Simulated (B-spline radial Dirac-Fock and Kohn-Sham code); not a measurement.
# He 1s: cross section and angular parameters

System: the free helium atom, 1s2; threshold 22.47 eV (orbital energy of the model). The computed values come from an atomic code on a B-spline grid: Dirac-Hartree-Slater photoionisation with a Latter tail; cross sections with all multipoles, angular parameters from the dipole term and its interference with E2.

The run's input, task.json:

```json
{"items": [{
  "Z": 2,
  "q": 0,
  "cfg": [[1, 0, 2]],
  "A": 4,
  "rrms": 1.6755,
  "do": "xps",
  "hv": [80.7, 117.0, 143.0, 150, 200, 234.0, 464.0, 1210.0, 1320.0, 1440.0, 1486.9, 1500.0, 1560.0, 1740.0, 2150.0, 2280.0, 2510.0, 2930.0, 2984.4, 3880.0, 5414.7, 6200.0, 6220.0, 6360.0, 8047.8, 8660.0, 9251.7, 12000, 13400.0]
}]}
```

Command: `python xray2_run.py task.json out`

```
hν (eV)    σ (kb)      β      γ
   80.7       531  2.000  0.138
    117       212  2.000  0.178
    143       127  2.000  0.204
    150       112  2.000  0.211
    200      51.8  2.000  0.258
    234      33.5  2.000  0.287
    464      4.48  2.000  0.467
   1210     0.206  2.000  0.808
   1320     0.155  2.000  0.842
   1440     0.117  2.000  0.877
 1486.9     0.106  2.000  0.891
   1500     0.103  2.000  0.895
   1560    0.0906  2.000  0.912
   1740    0.0637  2.000  0.962
   2150    0.0321  2.000  1.073
   2280    0.0265  2.000  1.108
   2510    0.0193  2.000  1.168
   2930         ?      ?      ?
 2984.4    0.0109  2.000  1.287
   3880   0.00452  2.000  1.486
 5414.7   0.00146  2.000  1.751
   6200  0.000921  2.000  1.860
   6220  0.000911  2.000  1.862
   6360  0.000845  2.000  1.881
 8047.8  0.000385  2.000  2.094
   8660  0.000301  2.000  2.173
 9251.7  0.000241  2.000  2.252
  12000  0.000100  2.000  2.610
  13400  6.85e-05  2.000  2.769
```

Task: Give the values at 2930 eV.

Result: σ = 0.0116 kb, β = 2.000, γ = 1.273. For an s subshell δ is negligible.
